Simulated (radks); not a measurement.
Results of a calculation; reference values are marked as such.
Question: Ionisation of Si, [Ne] 3s2 3p2, to Si+, [Ne] 3s2 3p1, under several functionals. Scalar-relativistic Kohn-Sham, spin-unpolarised, spherical densities, point nucleus; a radial shooting solver on a logarithmic mesh with Libxc functionals. Known Delta-SCF values: revPBE 7.722 eV. What does OLYP give, and what is its highest occupied eigenvalue?

Answer: 7.607 eV by Delta-SCF; the 3p eigenvalue is -3.937 eV. NIST: 8.152 eV (measured).

Beside tabulated values, note that spin-unpolarised runs miss the spin-polarisation part of the exchange energy of open shells.
